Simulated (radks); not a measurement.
The antimony anion Sb3-, [Xe], held by a Watson sphere: a shell of charge +3 at radius R that stands for the Madelung well of a crystal (potential energy -3/R inside, -3/r outside, in hartree with lengths in bohr). Calculated with a radial shooting solver on a logarithmic mesh with Libxc functionals: scalar-relativistic Kohn-Sham, r2SCAN, spin-polarised, spherical densities, finite nucleus; meta-GGA in the generalised Kohn-Sham scheme; Fermi nuclear charge, rms radius of each element as measured or else 0.836 A^(1/3) + 0.57 fm.

\begin{tabular}{lrrrrrr}
R (bohr) & e(4d) (eV) & e(5s) (eV) & e(5p) (eV) & <r> 5p (bohr) & sum of <r^2> (bohr^2) & X-ray form factor at sin(theta)/lambda = 0.3 1/angstrom \\ \hline
2.41 & -34.493 & -15.921 & -7.520 & 2.707 & 82.89 & 35.178 \\
3.37 & -32.307 & -13.186 & -5.973 & 3.083 & 99.80 & 35.352 \\
3.38 & -32.295 & -13.163 & -5.957 & 3.087 & 99.99 & 35.353 \\
3.41 & -32.260 & -13.095 & -5.909 & 3.099 & 100.5 & 35.357 \\
3.53 & -32.125 & -12.833 & -5.719 & 3.145 & 102.8 & 35.373 \\
3.68 & -31.974 & -12.526 & -5.487 & 3.202 & 105.6 & 35.391 \\
4.74 & -31.208 & -10.922 & -4.084 & 3.592 & 126.2 & 35.443 \\
5.65 & -30.785 & -10.120 & -3.215 & 3.908 & 145.7 & 35.451 \\
\end{tabular}
